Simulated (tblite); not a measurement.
C6H10O2 (charge -1 and doublet state).
Structure used (GFN2-xTB), in Å, numbered top down from 1:
```xyz
18
C6H10O2 angstrom
C      3.070    0.802   -0.829
C      2.311    0.006   -0.019
C      1.092   -0.717   -0.460
C     -0.191    0.002    0.011
C     -1.488   -0.727   -0.418
C     -2.704   -0.025    0.071
O     -3.277   -0.157    1.184
O     -3.107    1.028   -0.795
H      2.873    0.878   -1.885
H      3.891    1.385   -0.444
H      2.529   -0.027    1.042
H      1.071   -1.738   -0.054
H      1.072   -0.787   -1.552
H     -0.202    1.013   -0.400
H     -0.181    0.081    1.100
H     -1.469   -1.741   -0.009
H     -1.512   -0.778   -1.511
H     -3.785    1.508   -0.308
```

Calculated harmonic vibrations of the isolated species, GFN2-xTB (tblite), most abundant isotopes, no scaling. This tight-binding method is rough: wavenumbers can miss measured ones by several per cent, in bad cases by 10 to 20. One conformer, not necessarily the lowest. Open shells enter through the occupations alone, without spin polarisation, and single modes of such species can be off by tens of per cent.

Harmonic wavenumbers (cm⁻¹): 46.3, 56.5, 94.2, 110.5, 141.0, 239.8, 305.6, 364.0, 378.2, 416.4, 442.0, 497.6, 529.3, 570.6, 763.0, 785.5, 820.9, 865.9, 938.7, 966.3, 994.4, 1005.1, 1053.2, 1123.4, 1164.0, 1179.2, 1228.2, 1255.9, 1269.5, 1276.6, 1296.4, 1317.4, 1412.5, 1451.5, 1487.0, 1489.7, 1568.8, 1630.9, 2867.4, 2924.5, 2936.8, 2941.4, 2968.1, 2982.4, 3019.9, 3070.3, 3087.2, 3551.0.

A = 5235, B = 746.4, C = 711.8 MHz; mass 114.068 u (most abundant isotopes); point group C1, symmetry number 1; spin multiplicity 2.

Task: What is the zero-point energy?

Result: ½Σν̃ = 31442 cm⁻¹ = 89.90 kcal/mol.

Task: What is S at 298.15 K and 1 bar for an ideal gas of classical rigid rotors and harmonic oscillators?

Result: Translation 40.14, rotation 29.14, vibration 29.69, spin (R ln 2) 1.38: S = 100.3 cal/(mol K).

Task: And Cp and H(298.15 K) − H(0)?

Result: Cp = 37.19 cal/(mol K), of which vibrations give 29.25 (their classical limit is 48 R = 95.4); H(298.15 K) − H(0) = 6.89 kcal/mol without the zero-point energy, 4.52 from vibrations.

Task: What must be added to the electronic energy to get the Gibbs energy at 298.15 K and 1 bar?

Result: ZPE + [H(298.15 K) − H(0)] − T·S = 89.90 + 6.89 − 29.92 = 66.87 kcal/mol.

Task: How do the functions run with temperature in this model?

Result: 
```csv
T (K),S (cal/(mol K)),Cp (cal/(mol K)),H − H(0) (kcal/mol),G − H(0) (kcal/mol),ln q(vib)
50,60.3,14.0,0.53,-2.49,0.66
100,71.6,18.8,1.35,-5.81,2.03
373.15,109.4,44.1,9.94,-30.89,9.21
500,123.8,54.2,16.20,-45.70,12.37
750,148.7,68.4,31.66,-79.85,18.33
1000,169.7,77.7,50.00,-119.72,23.85
```

q(vib) and H(0) count from the zero-point level.

Task: Blend soft modes into free rotors: weight 1/[1 + (100 cm⁻¹/ν̃)⁴] for the oscillator and the rest for a rotor with moment μB/(μ + B), μ = h/(8π²ν), B = 10⁻⁴⁴ kg m². What vibrational entropy results?

Result: 26.75 cal/(mol K) in place of 29.69, which changes −T·S at 298.15 K by +0.88 kcal/mol.

Hindered rotation and anharmonicity are outside this model. Other conformers, if any are populated, would add a mixing term that is left out. The structure is chiral; the term R ln 2 for an equal mix with its mirror image is left out.

Time: 0.47 s wall. Hardware: Arm Neoverse V2, one thread, shared host with 96 logical CPUs at a one-minute load of 45. The figure is for the frequency step alone.
